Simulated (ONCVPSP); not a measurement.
# Configuration tests for I (ONCV)

ONCVPSP 4.0.1 input, shortened (lines: element, Z, core and valence counts, functional; n l f; lmax; l rc ep ncon nbas qcut; lloc lpopt rc5 dvloc0; l nproj debl; icmod fcfact rcfact), PBE, scalar-relativistic:

```
  I 53.00    6    5        4      upf
    1    0    2.00
    2    0    2.00
    2    1    6.00
    3    0    2.00
    3    1    6.00
    3    2   10.00
    4    0    2.00
    4    1    6.00
    4    2   10.00
    5    0    1.50
    5    1    5.50
    2
    0    1.25    0.00    5    8    7.50
    1    1.50    0.00    4    9    7.80
    2    0.90    0.00    3    6   11.80
    4    2    0.70    1.00
    0    2    1.00
    1    2    1.10
    2    2    2.30
    3    5.75    1.60
```

Energies are relative to the spin-unpolarised reference configuration 4s2 4p6 4d10 5s1.5 5p5.5; without spin polarisation the order of configurations can differ from experiment.

```csv
valence configuration,charge,ΔE all-electron (eV),error AE − PS (meV)
4s2 4p6 4d10 5s2 5p5,0,-5.184,-0.1
4s2 4p6 4d10 5s2 5p4,+1,5.947,-2.8
4s2 4p6 4d10 5s2 5p3,+2,25.794,-7.9
```

(1) What are ΔE and the potential's error for 4s2 4p6 4d10 5s2 5p2?

Results:

(1) ΔE = 55.123 eV all-electron; the error (AE − PS) is -16 meV.
